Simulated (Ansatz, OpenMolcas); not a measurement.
How methods differ on C2H5GeN (SMILES C1=[N][GeH2][CH2]1)

C2H5GeN has 9 atoms, charge 0, and is taken as a singlet. As SMILES, `C1=[N][GeH2][CH2]1`. The shape is that of a PBE0-D4/def2-TZVP optimisation.

Quantity: the electronic atomisation energy, in eV. The values are calculated. Electronic energies at fixed atoms, without zero-point motion or spin-orbit coupling.

```csv
level,kind,program,value (eV),CPU time (all runs)
SVWN5/def2-SVP,LDA,OpenMolcas,39.20,65 s
TPSS/def2-SVP,meta-GGA,OpenMolcas,34.16,85 s
r2SCAN/def2-SVP,meta-GGA,OpenMolcas,33.75,86 s
M06-2X/def2-SVP,hybrid meta-GGA,OpenMolcas,33.48,1.8 min
PBE0/def2-SVP,global hybrid,OpenMolcas,33.88,67 s
wB97X/def2-SVP,range-separated hybrid,Ansatz,33.84,16 s
RPA@PBE/def2-SVP,RPA,Ansatz,30.80,10 s
MP2/def2-SVP,perturbation theory,Ansatz,32.11,2.6 s
```

All-electron rows without a relativistic Hamiltonian named are non-relativistic. The values span 30.80 to 39.20 eV. In the correlated wave-function rows the outer d shell of Ge is correlated, in sets not made for it. Times are those of the runs behind each value, whatever else they computed, on shared processors of several kinds: orders of magnitude only.
